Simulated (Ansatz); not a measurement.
The cluster FeGe10, relaxed as a singlet with RKS PBE-D4/def2-SVP in Ansatz, starting from the GFN1-xTB geometry. Force threshold 0.03 eV/Å.

The restricted singlet is unstable towards broken spin symmetry at other levels; at PBE-D4/def2-SVP this wasn't settled. Another isomer (singlet) lies 0.64 eV lower at PBE0-D4/def2-TZVP; other spin states weren't run for this one.

Start:

```csv
atom,x (Å),y (Å),z (Å)
Fe1,-0.4990,-0.5492,1.3771
Ge2,1.7470,0.8049,-0.4238
Ge3,-0.8151,1.4502,-1.0617
Ge4,0.9359,1.0718,-2.6867
Ge5,0.1830,-1.0000,-1.6845
Ge6,-0.6339,-2.7648,-0.2087
Ge7,1.3959,-1.6606,0.6506
Ge8,0.0552,1.6972,1.4852
Ge9,2.0528,0.3279,1.9528
Ge10,-2.1080,-0.7789,-0.2732
Ge11,-2.3139,1.4015,0.8730
```

Question: Estimate the energy that the relaxation releases and the steps that it takes.

Answer: 237.7 kJ/mol, in 41 steps; 2.4 min on 2 threads of AMD EPYC 7R13 on a shared host and a share (18 GiB) of an NVIDIA H100 80GB HBM3. The force fell under the threshold at step 8, but the optimiser went on and released 1.728 eV more. No frequencies were taken in this run, so the end may be a saddle point.

Question: Does the start keep its bonding and symmetry?

Answer: Bonds lost: Ge2–Ge7, Ge2–Ge8, Ge3–Ge8, Ge3–Ge10, Ge5–Ge7, Ge5–Ge10 (atoms count from 1).

Question: Predict the relaxed structure.

Answer: 
Cartesian coordinates in Å:
```
Fe -0.335 -0.011 0.350
Ge 1.786 0.834 -0.608
Ge -0.873 1.676 -1.299
Ge 1.199 1.237 -3.018
Ge 0.138 -0.783 -1.881
Ge -0.319 -2.766 -0.503
Ge 0.694 -1.859 1.594
Ge 0.064 1.626 2.028
Ge 2.147 0.194 1.726
Ge -2.192 -1.403 0.681
Ge -2.310 1.256 0.930
```
Bond lengths: 15 × Ge–Ge 2.45 to 2.87 Å; 9 × Fe–Ge 2.34 to 2.88 Å.
